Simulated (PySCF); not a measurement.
# Spin-rotation constants: `[SiH3][C@H]1[SiH2]O[SiH2][SiH2]1`, CH10OSi4

Geometry:
```
atom   x (Å)   y (Å)   z (Å)
 Si1   2.078   0.311   0.738
  C2   0.283   0.845   0.412
 Si3  -0.112   0.888  -1.460
  O4  -0.927  -0.497  -1.732
 Si5  -1.643  -1.498  -0.638
 Si6  -1.002  -0.324   1.244
  H7   3.006   1.231   0.070
  H8   2.357   0.348   2.179
  H9   2.312  -1.050   0.248
 H10   0.180   1.854   0.818
 H11  -1.013   1.991  -1.800
 H12   1.045   0.812  -2.344
 H13  -3.055  -1.509  -1.029
 H14  -1.054  -2.810  -0.922
 H15  -0.392  -1.079   2.350
 H16  -2.069   0.493   1.853
```

Computed with GIAO B97-D/MINI magnetisability, rotational g tensor and spin-rotation constants, non-relativistic, gas phase in PySCF. Geometry: GFN2-xTB.

Question: Give the nuclear spin-rotation constants along the inertial axes (H = +C I·J) beside the isotropic shieldings.

Answer: Rotational constants 2.0885, 1.2264, 0.9398 GHz. A star marks the isotopologue with that one atom substituted, in its own axes.
| atom | isotope | Caa (kHz) | Cbb (kHz) | Ccc (kHz) | mean (kHz) | σ (ppm) |
| --- | --- | --- | --- | --- | --- | --- |
| H7 | 1H | -0.146 | -0.040 | -0.117 | -0.101 | 28.6 |
| H8 | 1H | -0.172 | -0.028 | -0.112 | -0.104 | 28.5 |
| H9 | 1H | -0.222 | -0.160 | -0.002 | -0.128 | 29.2 |
| H10 | 1H | -0.225 | -0.164 | -0.047 | -0.145 | 31.4 |
| H11 | 1H | -0.223 | -0.112 | -0.004 | -0.113 | 27.6 |
| H12 | 1H | -0.204 | -0.047 | -0.065 | -0.105 | 27.6 |
| H13 | 1H | 0.031 | -0.152 | -0.084 | -0.069 | 27.2 |
| H14 | 1H | -0.226 | -0.152 | 0.030 | -0.116 | 27.2 |
| H15 | 1H | -0.204 | -0.043 | -0.098 | -0.115 | 29.1 |
| H16 | 1H | -0.248 | -0.132 | -0.001 | -0.127 | 28.5 |
| Si1 | 29Si* | -0.402 | -0.282 | -0.197 | -0.294 | 689.7 |
| C2 | 13C* | 0.027 | 0.026 | 0.009 | 0.021 | 248.8 |
| Si3 | 29Si* | -0.415 | -0.334 | -0.340 | -0.363 | 634.8 |
| O4 | 17O* | 0.054 | 0.049 | 0.168 | 0.090 | 493.8 |
| Si5 | 29Si* | -0.584 | -0.111 | -0.291 | -0.329 | 676.9 |
| Si6 | 29Si* | -0.328 | -0.199 | -0.225 | -0.251 | 711.2 |

For the geometry as given, no vibrational averaging.
